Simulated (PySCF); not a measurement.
C₇H₁₆P (charge +1).
Numbering: `[CH3:1][CH:2]([CH3:3])[P@@H+:4]([CH3:5])[CH:6]1[CH2:7][CH2:8]1`

NICS = −σ at a ghost point: NICS(0) at the centroid of the ring atoms, NICS(1) 1 Å to either side along the normal of their mean plane, zz for the tensor component along that normal. Level: GIAO PBE0/pcSseg-1 (PySCF, non-relativistic, gas phase) on the GFN2-xTB geometry, one conformer.

Ring bond lengths (Å), with Mayer bond orders in brackets: C6–C7 1.508 (0.92), C7–C8 1.489 (0.97), C8–C6 1.509 (0.91).

Task: What do the NICS probes read (ppm)?

Result: 
```tsv
ring	type	NICS(0)	NICS(1), two faces	NICS(1)zz, two faces	rms pucker (Å)	centre to ring atoms, mean (Å)
C6–C7–C8	3-membered carbocycle; formal bonds all single	-44.4	-9.2 / -8.2	-22.0 / -23.6	0.00	0.87
```

Task: What do they say, and how far can they be read as aromaticity?

Result: 
- C6–C7–C8: mean NICS(1)zz -22.8 ppm, shielded. C6, C7, C8 have four or more neighbours, so the value isn't read as a sign of a π ring current. NICS(0) lies 36 ppm below the mean NICS(1).

Task: Give the inner angles of the rings and the Hirshfeld charges of the ring atoms.

Result: 
- C6–C7–C8: C6 59.1° (-0.069 e), C7 60.5° (-0.056 e), C8 60.4° (-0.058 e); sum 180.0° against 180° for a flat convex ring.

Task: How shielded are the nuclei of the rings and their hydrogens (means over atoms taken as equivalent)?

Result: 
```csv
atoms,environment,σ isotropic (ppm)
C6,sp3 carbon bound to phosphorus,183.1
C7,three-membered-ring carbon,175.9
C8,three-membered-ring carbon,180.5
H on C6,methine hydrogen,30.61
H on C7,methylene hydrogen,29.88
H on C7,methylene hydrogen,30.68
H on C8,methylene hydrogen,30.01
H on C8,methylene hydrogen,30.90
```

Hardware: one thread of an Arm Neoverse V1, shared host. Cost: 51 s wall. This is the whole shielding run at PBE0/pcSseg-1, SCF included.

The values belong to the conformer `[CH3:1][CH:2]([CH3:3])[P@@H+:4]([CH3:5])[CH:6]1[CH2:7][CH2:8]1`: C1–C2–P4–C5 179°, C2–P4–C6–C7 92°.
